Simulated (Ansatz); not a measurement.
`[OH][Sn-]1[O]C(C(F)(F)F)=CC(C(F)(F)F)=[O+]1` and `FC(F)(F)C1=CC(C(F)(F)F)=[O+][Ga-]([F])([F])[O]1` differ in one atom or group.

Ansatz, PBE0-D4/def2-TZVP geometries, multiplicity 1. Each molecule was computed in one conformer, which needn't be the lowest.

Elements past krypton have def2 core potentials. Scalar relativity is left out up to krypton.

```json
{"property": "HOMO–LUMO gap (B3LYP/def2-TZVPP) / eV", "`[OH][Sn-]1[O]C(C(F)(F)F)=CC(C(F)(F)F)=[O+]1`": "4.41"}
{"property": "HOMO energy (B3LYP/def2-TZVPP) / eV", "`[OH][Sn-]1[O]C(C(F)(F)F)=CC(C(F)(F)F)=[O+]1`": "-7.53"}
{"property": "HOMO–LUMO gap (ωB97M-V/def2-TZVPP) / eV", "`[OH][Sn-]1[O]C(C(F)(F)F)=CC(C(F)(F)F)=[O+]1`": "9.04"}
{"property": "LUMO energy (PBE0/def2-TZVPP) / eV", "`[OH][Sn-]1[O]C(C(F)(F)F)=CC(C(F)(F)F)=[O+]1`": "-2.92"}
{"property": "LUMO energy (ωB97M-V/def2-TZVPP) / eV", "`[OH][Sn-]1[O]C(C(F)(F)F)=CC(C(F)(F)F)=[O+]1`": "-0.81"}
{"property": "size of the dipole moment (PBE/def2-TZVPP) / D", "`[OH][Sn-]1[O]C(C(F)(F)F)=CC(C(F)(F)F)=[O+]1`": "2.22"}
```

Question: What does the change do to each property? (An estimate is asked.)

Answer: Ansatz gave: 
```json
{"property": "HOMO–LUMO gap (B3LYP/def2-TZVPP) / eV", "`FC(F)(F)C1=CC(C(F)(F)F)=[O+][Ga-]([F])([F])[O]1`": "4.84", "shift": "0.43"}
{"property": "HOMO energy (B3LYP/def2-TZVPP) / eV", "`FC(F)(F)C1=CC(C(F)(F)F)=[O+][Ga-]([F])([F])[O]1`": "-8.98", "shift": "-1.45"}
{"property": "HOMO–LUMO gap (ωB97M-V/def2-TZVPP) / eV", "`FC(F)(F)C1=CC(C(F)(F)F)=[O+][Ga-]([F])([F])[O]1`": "9.48", "shift": "0.44"}
{"property": "LUMO energy (PBE0/def2-TZVPP) / eV", "`FC(F)(F)C1=CC(C(F)(F)F)=[O+][Ga-]([F])([F])[O]1`": "-3.94", "shift": "-1.02"}
{"property": "LUMO energy (ωB97M-V/def2-TZVPP) / eV", "`FC(F)(F)C1=CC(C(F)(F)F)=[O+][Ga-]([F])([F])[O]1`": "-1.80", "shift": "-0.99"}
{"property": "size of the dipole moment (PBE/def2-TZVPP) / D", "`FC(F)(F)C1=CC(C(F)(F)F)=[O+][Ga-]([F])([F])[O]1`": "3.64", "shift": "1.42"}
```

With PBE0 the HOMO falls by 1.49 eV and the LUMO falls by 1.02 eV, so the gap widens by about 0.47 eV. PBE moves the HOMO by -1.45 eV and ωB97M-V by -1.42 eV. Dipoles are sizes alone; their direction can turn.

B3LYP here is the variant with VWN-RPA as its local correlation; programs differ in this.
